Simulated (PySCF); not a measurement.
GeFI, SMILES [F][Ge][I] (connectivity only; charge and spin as stated), neutral, multiplicity 1.

The structure is a stationary point at B3LYP-D3(BJ)/def2-TZVP. The def2 effective core potentials stand for the cores of I; spin–orbit coupling is left out.

Method: TDDFT-CAM-B3LYP/def2-SVPD run with PySCF.

Vertical excitations. Gas-phase values at a fixed geometry. State labels are in the subgroup Cs.

| state | symmetry | energy (eV) | λ (nm) | f | main pairs |
|---|---|---|---|---|---|
| S1 | A" | 3.49 | 355 | 0.007 | HOMO→LUMO 93 % |
| S2 | A" | 3.73 | 332 | 0.004 | HOMO−2→LUMO 93 % |
| S3 | A' | 4.19 | 296 | 0.022 | HOMO−1→LUMO 92 % |
| S4 | A' | 5.50 | 225 | 0.018 | HOMO→LUMO+1 79 %, HOMO−2→LUMO+1 16 % |
| S5 | A" | 5.69 | 218 | 0.002 | HOMO−1→LUMO+1 95 % |
| S6 | A' | 6.17 | 201 | 0.113 | HOMO→LUMO+2 67 %, HOMO−2→LUMO+1 26 % |
| S7 | A' | 6.45 | 192 | 0.157 | HOMO−2→LUMO+2 66 %, HOMO−2→LUMO+1 23 % |
| S8 | A" | 6.57 | 189 | 0.000 | HOMO−1→LUMO+2 95 % |
| S9 | A" | 7.07 | 175 | 0.016 | HOMO−3→LUMO 93 % |
| S10 | A' | 7.14 | 174 | 0.488 | HOMO→LUMO+3 47 %, HOMO−2→LUMO+2 14 %, HOMO→LUMO+2 13 %, HOMO−2→LUMO+1 11 % |
| T1 | A" | 2.64 | 469 | 0 | HOMO−2→LUMO 50 %, HOMO→LUMO 46 % |
| T2 | A' | 3.49 | 356 | 0 | HOMO−1→LUMO 99 % |
| T3 | A" | 3.53 | 351 | 0 | HOMO→LUMO 52 %, HOMO−2→LUMO 47 % |
| T4 | A' | 4.71 | 263 | 0 | HOMO→LUMO+1 59 %, HOMO−2→LUMO+1 35 % |
Triplets are in the Tamm–Dancoff approximation, which puts them higher than full response would, so one can lie above its singlet here.
